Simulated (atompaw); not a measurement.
## How hard is this Cu PAW (atompaw) potential?

copper (Cu), PAW, made with atompaw 4.2.0.5 (PBE, scalar-relativistic). Core [Ne] 3s2, reference 3p6 3d10 4s0 4p1. Waves: 4s (bound, empty): rc 1.95 bohr; 4s channel at 3.55 Ry: rc 1.95 bohr; 3p (bound): rc 1.20 bohr; 4p (bound): rc 1.95 bohr; 3d (bound): rc 1.10 bohr; 3d channel at 0.4 Ry: rc 1.10 bohr. Local part: bessel scheme, radius 1.45 bohr. Core correction: smooth core density matched at 1.35 bohr. Augmentation charge: sinc compensation charge, radius 1.80 bohr; PAW radius 1.95 bohr; waves and projectors: custom polynom gramschmidtortho.

The pseudo-atom Hamiltonian at the reference potential is diagonalised in spherical Bessel functions j_l(qr) that vanish at 20 bohr, with q² up to the cutoff. All-electron valence levels (Ry): 4s -0.4462, 3p -5.4601, 4p -0.1260, 3d -0.5257.

**Question.** How do the lowest levels (Ry) of each channel move with the cutoff, and are there ghosts?

**Answer.**

```tsv
cutoff (Ry)	s #1	p #1	p #2	p #3	d #1	d #2	f #1	Σ f·Δε (mRy)
8	-0.4426	-0.1277	0.0179	0.1345	0.0266	0.1143	0.0848	37519.6
15	-0.4459	-1.0386	-0.1249	0.0185	0.0263	0.1130	0.0848	32050.5
21	-0.4461	-3.9734	-0.1260	0.0183	0.0258	0.1107	0.0848	14435.4
35	-0.4461	-5.3763	-0.1260	0.0183	-0.0059	0.0461	0.0848	5700.7
45	-0.4461	-5.4499	-0.1260	0.0183	-0.2981	0.0299	0.0848	2336.9
60	-0.4462	-5.4568	-0.1260	0.0183	-0.4945	0.0289	0.0848	331.4
90	-0.4462	-5.4594	-0.1260	0.0183	-0.5224	0.0289	0.0848	37.3
110	-0.4462	-5.4599	-0.1260	0.0183	-0.5235	0.0289	0.0848	23.1
160	-0.4462	-5.4600	-0.1260	0.0183	-0.5255	0.0289	0.0848	2.2
200	-0.4462	-5.4601	-0.1260	0.0183	-0.5256	0.0289	0.0848	1.0
300	-0.4462	-5.4601	-0.1260	0.0183	-0.5257	0.0289	0.0848	0.2
400	-0.4462	-5.4601	-0.1260	0.0183	-0.5257	0.0289	0.0848	0.0
```

Result: no extra level below or beside the all-electron valence levels (s, p, d, f tested); 10 mRy is reached at 140 Ry and 1 mRy at 230 Ry.
